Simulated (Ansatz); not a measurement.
A run for Ansatz (a program for electronic structure): R-B97M-V/def2-TZVPPD on CH6Ge (SMILES [CH3][GeH3]). Files ending in .json are basis or fitting sets from the Basis Set Exchange.

Ansatz 0.2 input:
```yaml
crystal:
  periodic: [false, false, false]
  atoms:
    - {symbol: C, position_ang: [-0.25341318, 1.63083710, 0.35151952]}
    - {symbol: Ge, position_ang: [0.36107738, -0.22090226, 0.16455308]}
    - {symbol: H, position_ang: [-0.69388115, 1.75868986, 1.33881518]}
    - {symbol: H, position_ang: [-0.99972265, 1.85843719, -0.40893760]}
    - {symbol: H, position_ang: [0.58377618, 2.31873543, 0.23758930]}
    - {symbol: H, position_ang: [1.41222320, -0.56167803, 1.24248981]}
    - {symbol: H, position_ang: [0.99942652, -0.46636205, -1.21691306]}
    - {symbol: H, position_ang: [-0.81507315, -1.20792001, 0.32634282]}
basis:
  gaussian:
    orbitals: def2-TZVPPD.json
hamiltonian:
  xc: {name: B97M-V}
scf: {lower_state_search: off}
```

Output:

```
WARN ansatz: RAYON_NUM_THREADS=1 ignored (pool sized by the plan → 1); use --threads N
Functional definition: B97M-V
these checks for a lower state are left out or cut short: stability, starts, cluster_reference, orbital_swaps, neighbouring_geometries, increment
integrals: 0.10 GiB planned
901 factors; their error is unknown
mean field: 0.83 GiB planned
mean field evaluation 1: about -57636.9927 eV, gradient 5.2e1 eV
mean field evaluation 2: about -57630.7473 eV, gradient 6.7e1 eV
mean field evaluation 4: about -57643.0435 eV, gradient 1.5e0 eV
mean field evaluation 8: about -57643.0552 eV, gradient 3.4e-2 eV
mean field evaluation 16: about -57643.0363 eV, gradient 9.9e-5 eV
mean field -57643.03625808 eV, -2118.3425106312 hartree, gradient 1.6e-6 eV, S^2 0.000000; 0 other end points of the search recorded, 0 dependent functions left out
reference -57643.03631544 eV, -2118.3425127391 hartree; 22, 22 occupied and 171, 171 virtual orbitals, 901 factors
Total energy: -57643.03631544 eV, -2118.3425127391 hartree
Checks for a lower state left out: stability, starts, cluster_reference, orbital_swaps, neighbouring_geometries, increment
```

The run converged.

Cost: about 6 core-seconds (a rough figure).
